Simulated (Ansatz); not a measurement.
`N=C[SiH2][SiH2]N` and `C[SiH2][SiH2]C=N` differ in one atom or group.

Ansatz, PBE0-D4/def2-TZVP geometries, multiplicity 1. Each molecule was computed in one conformer, which needn't be the lowest.

| property | `N=C[SiH2][SiH2]N` |
| --- | --- |
| HOMO–LUMO gap (B3LYP/def2-TZVPP) / eV | 5.60 |
| HOMO energy (PBE/def2-TZVPP) / eV | -5.73 |
| HOMO energy (ωB97M-V/def2-TZVPP) / eV | -9.38 |
| size of the dipole moment (ωB97M-V/def2-TZVPP) / D | 1.73 |
| LUMO energy (B3LYP/def2-TZVPP) / eV | -1.27 |
| HOMO–LUMO gap (ωB97M-V/def2-TZVPP) / eV | 10.57 |

Problem. What does the change do to each property? (Best estimate.)

Solution. The calculation gave: 
```csv
property,`C[SiH2][SiH2]C=N`,shift
HOMO–LUMO gap (B3LYP/def2-TZVPP) / eV,6.02,0.42
HOMO energy (PBE/def2-TZVPP) / eV,-6.00,-0.27
HOMO energy (ωB97M-V/def2-TZVPP) / eV,-9.66,-0.28
size of the dipole moment (ωB97M-V/def2-TZVPP) / D,1.55,-0.18
LUMO energy (B3LYP/def2-TZVPP) / eV,-1.18,0.09
HOMO–LUMO gap (ωB97M-V/def2-TZVPP) / eV,10.95,0.38
```

With PBE0 the HOMO falls by 0.30 eV and the LUMO rises by 0.10 eV, so the gap widens by about 0.40 eV. PBE moves the HOMO by -0.27 eV and ωB97M-V by -0.28 eV. Dipoles are sizes alone; their direction can turn.

B3LYP here is the variant with VWN-RPA as its local correlation; programs differ in this.
